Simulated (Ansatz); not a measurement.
Start from `C=[C](C)[AlH2]` and change one atom or group to get `C=[C]([AlH2])[SiH2]S`.

Ansatz, PBE0-D4/def2-TZVP geometries, multiplicity 1. Each molecule was computed in one conformer, which needn't be the lowest.

```csv
property,`C=[C](C)[AlH2]`
HOMO–LUMO gap (PBE0/def2-TZVPP) / eV,6.09
HOMO energy (PBE0/def2-TZVPP) / eV,-7.65
size of the dipole moment (B3LYP/def2-TZVPP) / D,0.86
HOMO energy (ωB97M-V/def2-TZVPP) / eV,-9.86
LUMO energy (B3LYP/def2-TZVPP) / eV,-1.76
zero-point energy (PBE0-D4/def2-TZVP) / kJ/mol,217.5
```

Task: Give the same properties after the change, and the shifts. (Estimate.)

Result: The calculation gave: 
| property | `C=[C]([AlH2])[SiH2]S` | shift |
| --- | --- | --- |
| HOMO–LUMO gap (PBE0/def2-TZVPP) / eV | 6.06 | -0.03 |
| HOMO energy (PBE0/def2-TZVPP) / eV | -7.24 | 0.41 |
| size of the dipole moment (B3LYP/def2-TZVPP) / D | 2.69 | 1.83 |
| HOMO energy (ωB97M-V/def2-TZVPP) / eV | -9.38 | 0.48 |
| LUMO energy (B3LYP/def2-TZVPP) / eV | -1.34 | 0.42 |
| zero-point energy (PBE0-D4/def2-TZVP) / kJ/mol | 192.1 | -25.4 |

The zero-point energy changes by -25.4 kJ/mol with +3 modes. Dipoles are sizes alone; their direction can turn.

B3LYP here is the variant with VWN-RPA as its local correlation; programs differ in this.
